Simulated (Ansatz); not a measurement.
Kohn–Sham single points on H₄O₂SiZn (`[OH][Zn][O][SiH3]`).

```yaml
crystal:
  periodic: [false, false, false]
  atoms:
    - {symbol: O, position_ang: [0.888625, 2.399323, -2.014302]}
    - {symbol: Zn, position_ang: [0.536245, 1.249397, -0.726569]}
    - {symbol: O, position_ang: [0.164025, 0.244974, 0.663004]}
    - {symbol: Si, position_ang: [-0.555054, -1.142010, 1.103113]}
    - {symbol: H, position_ang: [1.325606, 2.028161, -2.782851]}
    - {symbol: H, position_ang: [-0.536935, -1.254440, 2.585608]}
    - {symbol: H, position_ang: [-1.972309, -1.198808, 0.640064]}
    - {symbol: H, position_ang: [0.149796, -2.326577, 0.531932]}
basis:
  gaussian: {orbitals: def2-TZVPP}
hamiltonian: {xc: lda}
output: {orbitals: {seedname: orbitals}}
```

```sh
$ ansatz run in.yaml --threads 4 --pin off --events-out ev --progress --plain --max-ram 10444MiB
```

Shortened log:

```
Functional definition: SPW92
1325 factors; their error is unknown
mean field evaluation 1: about -60302.1932 eV, gradient 1.1e2 eV
mean field evaluation 2: about -60150.9004 eV, gradient 3.0e2 eV
mean field evaluation 4: about -60318.0279 eV, gradient 4.6e1 eV
mean field evaluation 8: about -60320.6560 eV, gradient 1.3e-1 eV
mean field evaluation 16: about -60320.6305 eV, gradient 4.5e-5 eV
mean field -60320.63052665 eV, -2216.7422850624 hartree, gradient 4.7e-5 eV, S^2 0.000000; 0 other end points of the search recorded, 0 dependent functions left out
reference -60320.63057374 eV, -2216.7422867931 hartree; 32, 32 occupied and 192, 192 virtual orbitals, 1325 factors
Total energy: -60320.63057374 eV, -2216.7422867931 hartree
```

It took 0.85 s on 4 threads of an Arm Neoverse V2 on a shared host, with 0.28 GiB of host memory at the peak.

The same input with `hamiltonian: {xc: {name: B97M-V}}` (abridged; 5.5 s):

```
Functional definition: B97M-V
mean field evaluation 16: about -60447.8378 eV, gradient 7.0e-5 eV
mean field -60447.83779203 eV, -2221.4170658409 hartree, gradient 4.0e-5 eV, S^2 0.000000
Total energy: -60447.83786771 eV, -2221.4170686221 hartree
```

With the line `hamiltonian: {xc: {name: wB97X-V}}` (abridged; 5.5 s):

```
Functional definition: wB97X-V
mean field evaluation 16: about -60453.6220 eV, gradient 7.9e-5 eV
mean field -60453.62198424 eV, -2221.6296309841 hartree, gradient 2.2e-5 eV, S^2 0.000000
Total energy: -60453.62198172 eV, -2221.6296308914 hartree
```

Changing it to `hamiltonian: {xc: hse06, dispersion: d4}` (abridged; 2.1 s):

```
Functional definition: HSE06
mean field -60445.79995087 eV, -2221.3421765598 hartree, gradient 4.8e-5 eV, S^2 0.000000
Total energy: -60445.90722429 eV, -2221.3461187851 hartree
```

With the line `hamiltonian: {xc: {name: CAM-B3LYP}, dispersion: d4}` (abridged; 2.4 s):

```
Functional definition: CAM-B3LYP
mean field evaluation 16: about -60462.9268 eV, gradient 4.1e-5 eV
mean field -60462.92683111 eV, -2221.9715777996 hartree, gradient 4.2e-5 eV, S^2 0.000000
Total energy: -60463.04396805 eV, -2221.9758825025 hartree
```

The same input with `hamiltonian: {xc: {name: B2PLYP}}` (abridged; 3.4 s):

```
Functional definition: B2PLYP
mean field evaluation 16: about -60437.6512 eV, gradient 1.6e-4 eV
mean field -60437.65117218 eV, -2221.0427144665 hartree, gradient 3.0e-6 eV, S^2 0.000000
16 core orbitals not correlated: weight in the atoms' cores, before any rotation towards them, 1.000 or more for the frozen orbitals, at most 0.000 for the correlated occupied ones
second order -36.32565262 eV of doubles, -0.00000000 eV of singles
Total energy: -60447.45927413 eV, -2221.4031555648 hartree
```

HSE06 is the plane-wave form, built on full-range PBE exchange.
